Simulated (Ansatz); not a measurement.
`[SiH3]C=C([SiH3])[SiH3]` + `CB(C)O` → `CB(C)O[SiH3]` + `C=C([SiH3])[SiH3]`  (ligand exchange at the Si–C bond)

Calculated with Ansatz (gas phase, PBE0-D4/def2-TZVP geometries, no zero-point term in ΔE). CCSD(T)/CBS adds triple-zeta CCSD(T) − MP2 to the extrapolated MP2 energy (def2 sets, frozen cores). DFT in def2-TZVPP. Each species was taken in one conformer, which may not be the lowest.

CCSD(T)/CBS gives -93.8 kJ/mol.

Q: Another level gave -85.3 kJ/mol. Which?
A. B2PLYP/def2-TZVPP
B. CCSD(T)/def2-TZVPP
C. PBE0/def2-TZVPP
D. PBE/def2-TZVPP

A: C. PBE0 -85.3, CCSD(T)/def2-TZVPP -93.5, B2PLYP -97.8, PBE -78.1 kJ/mol.

Largest T1 diagnostic among the species: 0.013.

In def2-TZVPP, CCSD(T) changes the Hartree–Fock value by +27.2 kJ/mol (the triples alone add +4.3 kJ/mol) and MP2 by +25.6 kJ/mol. From PBE to PBE0 (25 % exact exchange), in def2-TZVPP and without D4, ΔE moves by −7.2 kJ/mol. The D4 term adds +3.8 kJ/mol with B3LYP and +2.1 kJ/mol with PBE0; it sums over pairs of atoms, weighted by their polarisabilities, and B3LYP, whose exchange is more repulsive, gets the larger term.

B3LYP here is the variant with VWN-RPA as its local correlation; programs differ in this.
